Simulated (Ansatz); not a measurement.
Single points on Pd3Au2⁺.

```yaml
crystal:
  periodic: [false, false, false]
  atoms:
    - {symbol: Pd, position_ang: [-0.150740, 1.378171, -2.178544]}
    - {symbol: Pd, position_ang: [-0.597816, 1.088549, 2.320610]}
    - {symbol: Pd, position_ang: [0.597901, -1.087871, -2.352334]}
    - {symbol: Au, position_ang: [0.144131, -1.374047, 2.228630]}
    - {symbol: Au, position_ang: [0.006524, -0.004802, -0.018363]}
basis:
  gaussian: {orbitals: def2-TZVP, initial_orbitals: start.molden}
total_charge: 1
magnetization: {spin_polarized: true, initial_magnetization: 1}
correlation: {method: mp2}
scf: {omitted_lower_state_checks: [starts]}
output: {orbitals: {seedname: orbitals}}
```

The file start.molden holds the orbitals of an earlier run on this structure, at another level or in another basis.

```sh
$ ansatz run in.yaml --threads 4 --pin off --events-out ev --progress --plain --max-ram 4787MiB
```

It prints (some lines left out):

```
Functional definition: HF
1922 factors; integrals over basis functions are off by at most 2.3e-4 eV
mean field evaluation 1: about -17699.1287 eV, gradient 1.8e1 eV
mean field evaluation 2: about -17701.9052 eV, gradient 3.4e0 eV
mean field evaluation 4: about -17702.2572 eV, gradient 9.9e-1 eV
mean field evaluation 8: about -17703.2507 eV, gradient 1.0e0 eV
mean field evaluation 16: about -17703.2624 eV, gradient 2.4e-3 eV
mean field -17703.26242257 eV, -650.5828943272 hartree, gradient 3.1e-6 eV, S^2 1.782965; 0 other end points of the search recorded, 0 dependent functions left out
reference -17703.26242257 eV, -650.5828943272 hartree; 46, 45 occupied and 154, 155 virtual orbitals, 1922 factors
second order -60.41627853 eV of doubles, -0.00000000 eV of singles
Total energy: -17763.67870110 eV, -652.8031516115 hartree
Checks for a lower state left out: starts
```

It took 35 s on 4 threads of Arm Neoverse V1 on a shared host, peak host memory 1.1 GiB.

The first input with `hamiltonian: {xc: pbe, dispersion: d4}`, `output: {forces: true, orbitals: {seedname: orbitals}}` and without the key `correlation` (abridged; 32 s):

```
Functional definition: PBE
mean field evaluation 16: about -17827.8228 eV, gradient 1.9e-4 eV
mean field -17827.82275848 eV, -655.1604022419 hartree, gradient 2.7e-6 eV, S^2 1.383152
Total energy: -17828.13255728 eV, -655.1717871378 hartree
Atom 0 force    -0.051971     0.169629     0.020558 eV/Å
Atom 1 force    -0.052147     0.176357    -0.001842 eV/Å
Atom 2 force     0.048666    -0.174968     0.025524 eV/Å
Atom 3 force     0.058483    -0.181291    -0.035278 eV/Å
Atom 4 force    -0.003031     0.010272    -0.008962 eV/Å
Dipole moment:    -0.038356     0.320178    -0.491561 e Å
Checks for a lower state left out: starts
```

The first input with `hamiltonian: {xc: {name: r2SCANh}, dispersion: d4}` and without the key `correlation` (abridged; 88 s):

```
Functional definition: r2SCANh
mean field evaluation 16: about -17827.2511 eV, gradient 5.1e-6 eV
mean field -17827.25108637 eV, -655.1393936794 hartree, gradient 5.1e-6 eV, S^2 1.617101
Total energy: -17827.32370821 eV, -655.1420624826 hartree
Checks for a lower state left out: starts
```

Geometry: r2SCAN-D4/def2-SVP.

In the def2 sets Au, Pd take a core potential; there is no spin–orbit coupling. Correlated methods freeze no core orbitals; core or outer-core shells of Pd, Au are correlated, in sets that lack core-valence functions. At MP2/def2-TZVP, PBE-D4/def2-TZVP, r2SCANh-D4/def2-TZVP the charge 1 doublet is spin-contaminated (final ⟨S²⟩ up to 1.78, 0.75 for a pure state). At PBE-D4/def2-TZVP the gap within one spin of the charge 1 doublet nearly closes, so an electron or hole may be smeared out by delocalisation error. No other spin state of charge 1 was run. The geometry of the doublet was relaxed on an unsound state (⟨S²⟩ 1.50, where a pure state has 0.75). Another isomer (doublet) lies 1.30 eV lower at PBE0-D4/def2-TZVP; other spin states weren't run for this one.
